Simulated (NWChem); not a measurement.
The numbers come from NWChem runs, not from measurements. System: H3AlFNO, charge 0, spin multiplicity 1, at a geometry optimised with PBE/def2-SVP. The structure started from a generated list of species. Level: constrained PBE/def2-SVP.

Job file:

```
start mol
memory heap 200 mb stack 800 mb global 1000 mb
geometry units angstroms nocenter noautoz noautosym
  Al    -0.022744     0.016606     0.000000
  F     -1.681501    -0.239852     0.000000
  O      0.625372     1.600197     0.000000
  H      0.059657     2.386951     0.000000
  N      1.071500    -1.370853     0.000000
  H      2.090153    -1.302049     0.000000
  H      0.775896    -2.347716     0.000000
end
basis spherical
  * library def2-svp
end
dft
  xc xpbe96 cpbe96
  semidirect memsize 60000000 filesize 0
  iterations 100
  convergence nolevelshifting
  cdft 5 5 charge 1.0 pop becke
end
task dft energy
```

Output (cleaned and shortened):

```
             Northwest Computational Chemistry Package (NWChem) 7.3.0
             --------------------------------------------------------

                                NWChem Input Module
                                -------------------

 Scaling coordinates for geometry "geometry" by  1.889725989
 (inverse scale =  0.529177249)

                             Geometry "geometry" -> ""
                             -------------------------

 Output coordinates in angstroms (scale by  1.889725989 to convert to a.u.)

  No.       Tag          Charge          X              Y              Z
 ---- ---------------- ---------- -------------- -------------- --------------
    1 Al                  13.0000    -0.02274400     0.01660600     0.00000000
    2 F                    9.0000    -1.68150100    -0.23985200     0.00000000
    3 O                    8.0000     0.62537200     1.60019700     0.00000000
    4 H                    1.0000     0.05965700     2.38695100     0.00000000
    5 N                    7.0000     1.07150000    -1.37085300     0.00000000
    6 H                    1.0000     2.09015300    -1.30204900     0.00000000
    7 H                    1.0000     0.77589600    -2.34771600     0.00000000

 Effective nuclear repulsion energy (a.u.)     158.3994034637

            Nuclear Dipole moment (a.u.)
            ----------------------------
        X                 Y               Z
 ---------------- ---------------- ----------------
     0.0000018897     0.0000018897     0.0000000000


 Summary of "ao basis" -> "" (spherical)
 ------------------------------------------------------------------------------
       Tag                 Description            Shells   Functions and Types
 ---------------- ------------------------------  ------  ---------------------
 *                          def2-svp                  on all atoms

  pbe96 is a nonlocal functional; adding pw91lda local functional.

                                 NWChem DFT Module
                                 -----------------

 Summary of "ao basis" -> "ao basis" (spherical)
 ------------------------------------------------------------------------------
       Tag                 Description            Shells   Functions and Types
 ---------------- ------------------------------  ------  ---------------------
 Al                         def2-svp                 8       18   4s3p1d
 F                          def2-svp                 6       14   3s2p1d
 O                          def2-svp                 6       14   3s2p1d
 H                          def2-svp                 3        5   2s1p
 N                          def2-svp                 6       14   3s2p1d

 Summary of "ao basis" -> "ao basis" (spherical)
 ------------------------------------------------------------------------------
       Tag                 Description            Shells   Functions and Types
 ---------------- ------------------------------  ------  ---------------------
 Al                         def2-svp                 8       18   4s3p1d
 F                          def2-svp                 6       14   3s2p1d
 O                          def2-svp                 6       14   3s2p1d
 H                          def2-svp                 3        5   2s1p
 N                          def2-svp                 6       14   3s2p1d

            General Information
            -------------------
          SCF calculation type: DFT
          Wavefunction type:  closed shell.
          No. of atoms     :     7
[...]
                       ------------------------------------

 Vector   18  Occ=2.000000D+00  E=-2.537056D-01
              MO Center=  5.3D-01,  2.5D-02,  7.7D-10, r^2= 3.1D+00
   Bfn.  Coefficient  Atom+Function         Bfn.  Coefficient  Atom+Function
  ----- ------------  ---------------      ----- ------------  ---------------
    36      0.327775  3 O  px                56     -0.245070  5 N  py
    39      0.242960  3 O  px                23     -0.218399  2 F  py
    55      0.206399  5 N  px                37      0.203631  3 O  py
     9     -0.184447  1 Al py                53      0.167919  5 N  s
    26      0.155021  2 F  py                 3      0.138928  1 Al s

 Vector   19  Occ=2.000000D+00  E=-2.465617D-01
              MO Center=  5.1D-01,  1.5D+00, -2.1D-09, r^2= 1.1D+00
   Bfn.  Coefficient  Atom+Function         Bfn.  Coefficient  Atom+Function
  ----- ------------  ---------------      ----- ------------  ---------------
    38      0.590027  3 O  pz                41      0.449776  3 O  pz
    24      0.123646  2 F  pz                13      0.109083  1 Al pz
    10      0.096366  1 Al pz                27     -0.094883  2 F  pz
    15      0.061229  1 Al d -1               7     -0.058845  1 Al pz
    17     -0.035994  1 Al d  1              51      0.027554  4 H  pz

 Vector   20  Occ=2.000000D+00  E=-8.710765D-02
              MO Center=  8.8D-01, -1.1D+00,  5.6D-09, r^2= 1.7D+00
   Bfn.  Coefficient  Atom+Function         Bfn.  Coefficient  Atom+Function
  ----- ------------  ---------------      ----- ------------  ---------------
    57      0.521774  5 N  pz                60     -0.392097  5 N  pz
    13     -0.231096  1 Al pz                10     -0.183184  1 Al pz
    38      0.114826  3 O  pz                41      0.105016  3 O  pz
     7      0.096603  1 Al pz                24     -0.088401  2 F  pz
    27      0.074282  2 F  pz                15      0.051048  1 Al d -1

 Vector   21  Occ=0.000000D+00  E=-1.622461D-02
              MO Center= -4.8D-02,  2.5D-01, -5.6D-09, r^2= 5.2D+00
   Bfn.  Coefficient  Atom+Function         Bfn.  Coefficient  Atom+Function
  ----- ------------  ---------------      ----- ------------  ---------------
     4      0.940708  1 Al s                 54     -0.559296  5 N  s
    35     -0.403850  3 O  s                 72      0.266254  7 H  s
    67      0.262026  6 H  s                 21     -0.241146  2 F  s
    48      0.201916  4 H  s                 12      0.183773  1 Al py
     2      0.180327  1 Al s                 53     -0.175536  5 N  s

 Vector   22  Occ=0.000000D+00  E= 4.820265D-02
              MO Center=  8.9D-02, -1.2D-01,  9.6D-09, r^2= 3.8D+00
   Bfn.  Coefficient  Atom+Function         Bfn.  Coefficient  Atom+Function
  ----- ------------  ---------------      ----- ------------  ---------------
    13      0.758773  1 Al pz                10      0.367773  1 Al pz
    60     -0.360995  5 N  pz                57      0.294631  5 N  pz
    38     -0.214671  3 O  pz                41     -0.203508  3 O  pz
    24      0.188751  2 F  pz                 7     -0.173781  1 Al pz
    27     -0.161918  2 F  pz                17      0.027941  1 Al d  1

 Vector   23  Occ=0.000000D+00  E= 5.834199D-02
              MO Center=  7.0D-01, -3.2D-01, -1.7D-10, r^2= 8.0D+00
   Bfn.  Coefficient  Atom+Function         Bfn.  Coefficient  Atom+Function
  ----- ------------  ---------------      ----- ------------  ---------------
    54      1.139961  5 N  s                 67     -0.757177  6 H  s
    72     -0.725959  7 H  s                 48      0.627996  4 H  s
    35     -0.517836  3 O  s                 12      0.374655  1 Al py
    59     -0.211717  5 N  py                40     -0.152429  3 O  py
    58      0.148169  5 N  px                39      0.146235  3 O  px

     ---------------------------------------------
      Total Density - Mulliken Population Analysis
     ---------------------------------------------

    Atom       Charge   Shell Charges
 -----------   ------   -------------------------------------------------------
    1 Al  13    12.66   2.00  1.98  0.82 -0.01  5.92  0.98  0.59  0.38
    2 F    9     9.39   1.99  1.12  0.81  3.34  2.13  0.00
    3 O    8     8.45   1.99  1.07  0.65  2.88  1.86  0.01
    4 H    1     0.82   0.68  0.07  0.07
    5 N    7     6.44   1.99  0.92  0.28  2.09  1.16  0.01
    6 H    1     1.12   0.86  0.19  0.07
    7 H    1     1.12   0.86  0.19  0.07

     -------------------------------------------
      Total Density - Lowdin Population Analysis
     -------------------------------------------

    Atom       Charge   Shell Charges
 -----------   ------   -------------------------------------------------------
    1 Al  13    12.83   2.00  1.93  0.53  0.18  5.81  1.06  0.71  0.61
    2 F    9     9.23   1.98  1.01  0.77  3.21  2.26  0.00
    3 O    8     8.24   1.97  0.87  0.60  2.71  2.07  0.01
    4 H    1     0.92   0.56  0.18  0.18
    5 N    7     6.69   1.96  0.66  0.42  1.91  1.72  0.03
    6 H    1     1.04   0.68  0.24  0.12
    7 H    1     1.05   0.68  0.25  0.12

 center of mass
 --------------
 x =  -0.11012456 y =   0.02433666 z =   0.00000000

 moments of inertia (a.u.)
 ------------------
         290.559884091894           4.592410500499           0.000000000000
           4.592410500499         288.571973001268           0.000000000000
           0.000000000000           0.000000000000         579.131857093162

     Multipole analysis of the density
     ---------------------------------

     L   x y z        total         alpha         beta         nuclear
     -   - - -        -----         -----         ----         -------
     0   0 0 0     -0.000000    -20.000000    -20.000000     40.000000

     1   1 0 0      0.660497      0.330247      0.330247      0.000002
     1   0 1 0     -0.478281     -0.239141     -0.239141      0.000002
     1   0 0 1     -0.000000     -0.000000     -0.000000      0.000000

     2   2 0 0    -24.613215    -86.573238    -86.573238    148.533261
     2   1 1 0     -3.810097      3.544592      3.544592    -10.899281
     2   1 0 1     -0.000000     -0.000000     -0.000000      0.000000
     2   0 2 0    -18.057992    -93.066302    -93.066302    168.074613
     2   0 1 1      0.000000      0.000000      0.000000      0.000000
     2   0 0 2    -21.558943    -10.779472    -10.779472      0.000000

 Task  times  cpu:        6.1s     wall:        6.1s

 Total times  cpu:        6.1s     wall:        6.1s
```
